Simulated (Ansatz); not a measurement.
Reaction (redistribution): `O=[CH][SnH3]` + `C[Se][GeH3]` → `[CH3][SnH3]` + `O=C[Se][GeH3]`

Isolated molecules relaxed with PBE0-D4/def2-TZVP in Ansatz; ΔE leaves out vibrations. CCSD(T)/CBS adds triple-zeta CCSD(T) − MP2 to the extrapolated MP2 energy (def2 sets, frozen cores). Functionals use def2-TZVPP. Elements past krypton have def2 core potentials. For Ge, Se, Sn outer-core shells are correlated without core-valence functions, which leaves a few kJ/mol of doubt a bond. Scalar relativity is left out up to krypton. Each species was taken in one conformer, which may not be the lowest.

Q: Is it downhill or uphill in electronic energy at CCSD(T)/CBS, and by how much? (Estimate.)

A: Computed: Downhill: ΔE = -72.3 kJ/mol.

Q: What do these levels give: ωB97X-V, B2PLYP, PBE, PBE0, SCS-MP2/def2-TZVPP, CCSD/def2-TZVPP? (An estimate is asked.)

A: Computed: ωB97X-V -68.5, B2PLYP -73.0, PBE -75.8, PBE0 -72.7, SCS-MP2/def2-TZVPP -72.2, CCSD/def2-TZVPP -67.8 kJ/mol.

Largest T1 diagnostic among the species: 0.016.

From PBE to PBE0 (25 % exact exchange), in def2-TZVPP and without D4, ΔE moves by +3.1 kJ/mol. In def2-TZVPP, CCSD(T) changes the Hartree–Fock value by −14.2 kJ/mol (the triples alone add −4.0 kJ/mol) and MP2 by −21.8 kJ/mol.
